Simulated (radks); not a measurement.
Question: The mean radii <r> (bohr) of the occupied orbitals of an atom or ion are listed with their occupations. Method: scalar-relativistic Kohn-Sham, LDA (Slater exchange, Perdew-Wang correlation), spin-unpolarised, spherical densities, point nucleus; computed with a radial shooting solver on a logarithmic mesh with Libxc functionals.

orbital  occ.     <r>
1s          2  0.2007
2s          2   1.147
2p          4   1.264

Name the element and its charge.

Answer: Z = 8, oxygen, charge 0: O in [He] 2s2 2p4. The 1s radius gives Z: for a bare nucleus <r> = (2 gamma + 1)/(2Z) with gamma = sqrt(1 - (Z/c)^2), 0.1873 bohr for Z = 8, and screening makes it slightly larger (0.2007 here). The occupations add up to 8, and the charge is Z minus that.
